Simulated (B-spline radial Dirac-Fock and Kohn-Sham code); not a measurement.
# X-ray scattering factor of Mg⁵⁺

System: the Mg⁵⁺ ion, [He] 2s2 2p3.

Method: configuration-average Dirac-Fock orbitals. Computed with a radial atomic solver. f₀ is the Fourier transform of the spherical electron density, S the Waller-Hartree incoherent function, and s = sin θ/λ.

```
s (Å⁻¹)     f₀      S
      0  7.000  0.000
   0.05  6.960  0.054
    0.1  6.842  0.212
   0.15  6.652  0.464
    0.2  6.399  0.790
   0.25  6.095  1.172
    0.3  5.755  1.588
   0.35  5.390  2.015
    0.4  5.015  2.438
   0.45  4.640  2.842
    0.5  4.275  3.216
    0.6  3.606  3.859
    0.7  3.042  4.355
    0.8  2.592  4.725
    0.9  2.247  4.998
      1  1.988  5.205
    1.1  1.798  5.367
    1.2  1.656  5.501
    1.4  1.466  5.723
    1.6  1.338  5.914
    1.8  1.234  6.086
      2  1.137  6.239
    2.5  0.908  6.540
      3  0.704  6.733
    3.5  0.537  6.848
      4  0.408  6.913
      5  0.238  6.971
      6  0.143  6.990
```

f₀ starts at the number of electrons, 7, and has fallen to half at s ≈ 0.62 Å⁻¹. The sum of ⟨r²⟩ over the electrons is 2.185 bohr².
